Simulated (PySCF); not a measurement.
F4Ta (SMILES [F][Ta+]([F])([F])[F]), charge +1, singlet, at a GFN2-xTB geometry (such geometries of metal compounds can be far from the true shape) (the multiplicity is a formal guess) (core potentials on Ta). Base run: M06/def2-SVP (PySCF).

Input for PySCF:
```python
from pyscf import gto, scf, dft

mol = gto.Mole()
mol.atom = '''
    Ta   -0.00000000    0.00000000   -0.00000000
    F     1.17150453    0.84304234   -1.03736230
    F     0.86121129   -1.12423440    1.07409307
    F    -1.14339565   -0.90778221   -1.01382525
    F    -0.88932017    1.18897427    0.97709448
'''
mol.basis = 'def2-svp'
mol.ecp = {'Ta': 'def2-svp'}
mol.charge = 1
mol.verbose = 3
mol.build()

mf = dft.RKS(mol)
mf.xc = 'm06'
mf.kernel()
```

The base run was repeated with changes; each row names its change, and settings that it needs were set with it.

```csv
change,ΔE vs base (mEh),grid points,electrons on the grid,outcome
base,0.000,81056,47.99993,converged
"grids.atom_grid = (50, 194)",-6.782,32768,48.00044,converged
grids.level = 7,0.111,454416,48.00000,converged
grids.level = 2,0.149,61976,47.99995,converged
"grids.atom_grid = (30, 110)",-17.524,12264,48.00028,converged
grids.radi_method = gauss_chebyshev,0.087,78248,47.99993,converged
grids.level = 5,0.111,226512,48.00000,converged
grids.prune = dft.gen_grid.treutler_prune,-0.049,72720,47.99999,converged
"grids.atom_grid = (99, 590)",0.163,157448,48.00000,converged
grids.radi_method = mura_knowles,0.042,75624,47.99993,converged
grids.prune = dft.gen_grid.sg1_prune,-,-,-,stopped with an error
```

- grids.prune = dft.gen_grid.sg1_prune: ended with `IndexError: index 73 is out of bounds for axis 0 with size 19`
